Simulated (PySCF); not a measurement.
## Molecular orbitals of NaGa

PBE0 at R = 3.129 Å; Na aug-cc-pVDZ, Ga aug-cc-pVDZ-PP with ECP10; scalar-relativistic core potentials (PySCF 2.14). State: ³Π (triplet), unpaired electrons σ ↑, π ↑, a second solution, started from another occupation. Only the outer orbitals are listed, counted within each symmetry, core potentials removing the inner ones.

| spin | orbital | occ. | ε (eV) | on Na (%) | main shells (%) |
| --- | --- | --- | --- | --- | --- |
| α | 6σ | 1 | -22.01 | 0 | 100 Ga d |
| α | 3π | 1 | -22.00 | 0 | 100 Ga d |
| α | 1δ | 1 | -21.92 | 0 | 100 Ga d |
| α | 3π | 1 | -21.85 | 0 | 100 Ga d |
| α | 1δ | 1 | -21.84 | 0 | 100 Ga d |
| α | 7σ | 1 | -9.70 | 6 | 94 Ga s |
| α | 8σ | 1 | -4.11 | 58 | 57 Na s, 40 Ga p |
| α | 4π | 1 | -3.28 | 10 | 90 Ga p, 8 Na p |
| α | 4π | 0 | -1.66 | 20 | 80 Ga p, 18 Na p |
| α | 9σ | 0 | -1.57 | 65 | 36 Na p, 28 Na s, 27 Ga p |
| α | 5π | 0 | -0.36 | 103 | 101 Na p |
| β | 6σ | 1 | -21.98 | 0 | 100 Ga d |
| β | 3π | 1 | -21.96 | 0 | 100 Ga d |
| β | 1δ | 1 | -21.85 | 0 | 100 Ga d |
| β | 3π | 1 | -21.75 | 0 | 100 Ga d |
| β | 1δ | 1 | -21.74 | 0 | 100 Ga d |
| β | 7σ | 1 | -8.56 | 7 | 93 Ga s |
| β | 8σ | 0 | -1.85 | 63 | 64 Na s, 36 Ga p |
| β | 4π | 0 | -1.15 | 11 | 88 Ga p, 10 Na p |
| β | 4π | 0 | -0.62 | 20 | 79 Ga p, 18 Na p |

Problem. Which are the highest filled and the lowest empty level, where do they sit, and how wide is the gap?

Solution. Highest filled α 4π at -3.28 eV (in %: 90 Ga p, 8 Na p); lowest empty β 8σ at -1.85 eV (in %: 64 Na s, 36 Ga p); the gap at PBE0 is 1.43 eV.

```json
{
  "bond order (Mayer)": "0.79",
  "⟨S²⟩": "2.003",
  "charge on Na (Mulliken, basis-dependent)": "0.18",
  "charge on Na (Löwdin, basis-dependent)": "0.21",
  "dipole moment (positive dipole means Na(−)Ga(+))": "-4.32 D"
}
```

Shares are Mulliken populations and can fall outside 0 to 100 %.

Spin–orbit coupling is left out.
